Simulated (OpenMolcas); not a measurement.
Cr3+, Mo3+, W3+: d³ down the group

```json
{
  "Program": "OpenMolcas 26.06",
  "Method": "MS-CASPT2, IPEA 0.25 Eh, imaginary shift 0.1 Eh",
  "Basis": "ANO-R2",
  "Scalar Hamiltonian": "X2C, finite nucleus",
  "Spin-orbit coupling": "RASSI with atomic mean-field integrals over the reference wave functions, term energies averaged over their components"
}
```

Active space for each ion: 3 electrons in 5 orbitals (d); closed shells correlated by CASPT2: Cr3+ 3s 3p; Mo3+ 4s 4p; W3+ 5s 5p.

Computed levels in cm-1 above ⁴F_3/2:

```json
{"Level": "⁴F_5/2", "Cr3+": "250", "Mo3+": "776", "W3+": "3830"}
{"Level": "⁴F_7/2", "Cr3+": "590", "Mo3+": "1754", "W3+": "7210"}
{"Level": "⁴F_9/2", "Cr3+": "1013", "Mo3+": "2860", "W3+": "9790"}
{"Level": "⁴P_1/2", "Cr3+": "14660", "Mo3+": "10630", "W3+": "12460"}
{"Level": "⁴P_5/2", "Cr3+": "15060", "Mo3+": "11900", "W3+": "18180"}
{"Level": "²G_7/2", "Cr3+": "15440", "Mo3+": "11780", "W3+": "16060"}
{"Level": "²G_9/2", "Cr3+": "15800", "Mo3+": "12530", "W3+": "25430"}
{"Level": "²P_1/2", "Cr3+": "20210", "Mo3+": "14340", "W3+": "19810"}
{"Level": "²D_5/2(1)", "Cr3+": "21260", "Mo3+": "17180", "W3+": "24630"}
{"Level": "weight of ⁴F in the lowest level (%)", "Cr3+": "100", "Mo3+": "99", "W3+": "86"}
```

Mixed levels, with the weight of the term that names them: W3+ ⁴F_9/2 (70 %), W3+ ⁴P_1/2 (59 %), W3+ ²G_9/2 (52 %), W3+ ²P_1/2 (59 %).

Measured, with the error of the calculation in %. Measured levels: Cr3+ from Sugar and Corliss, J. Phys. Chem. Ref. Data 6, 317 (1977); Mo3+ from Sugar and Musgrove, J. Phys. Chem. Ref. Data 17, 155 (1988); W3+ from the list in J. Phys. B 45, 035001 (2012).

```tsv
Level	Cr3+	Mo3+	W3+
⁴F_5/2	236 (+5.8)	778 (-0.2)	3537 (+8.3)
⁴F_7/2	556 (+6.2)	1760 (-0.3)	6745 (+7.0)
⁴F_9/2	946 (+7.2)	2865 (-0.2)	9256 (+5.7)
⁴P_1/2	14059 (+4.3)	10338 (+2.8)	11773 (+5.8)
⁴P_5/2	14471 (+4.1)	11612 (+2.5)	17190 (+5.7)
²G_7/2	15052 (+2.6)	11580 (+1.7)	15261 (+5.2)
²G_9/2	15402 (+2.6)	12311 (+1.8)	
²P_1/2	19519 (+3.5)	14348 (0)	18365 (+7.9)
²D_5/2(1)	20664 (+2.9)	16809 (+2.2)	22766 (+8.2)
```

The fine-structure level ⁴F_9/2 changes by a factor of 9.66 from Cr3+ to W3+.

Without spin-orbit coupling ⁴P lies 14330, 9790, 9770 cm-1 above ⁴F in that order; the difference to the level ⁴P_1/2, of either sign, comes from spin-orbit coupling, which also lowers the zero.

CASPT2 does not keep the components of a term degenerate, so their means are used; among the terms shown or strongly mixed into the levels shown the widest spread is 790 cm-1 (3d³ ⁴F, Cr3+). The CASPT2 spread within a term exceeds the gap to the next term for 4d³ ²H and 4d³ ²D(1), so the order of their levels is uncertain (figures for Mo3+; the like holds for W3+). Measured partners are found by configuration, term and J. A level has none where our copy of the source lacks it or the pairing is in doubt (some pairs that miss far off the trend of their configuration count as doubtful), and it then counts in no deviation. Levels of configurations outside the active space are missing.

A number in round brackets counts repeated terms of one configuration in the order of the reference energies.
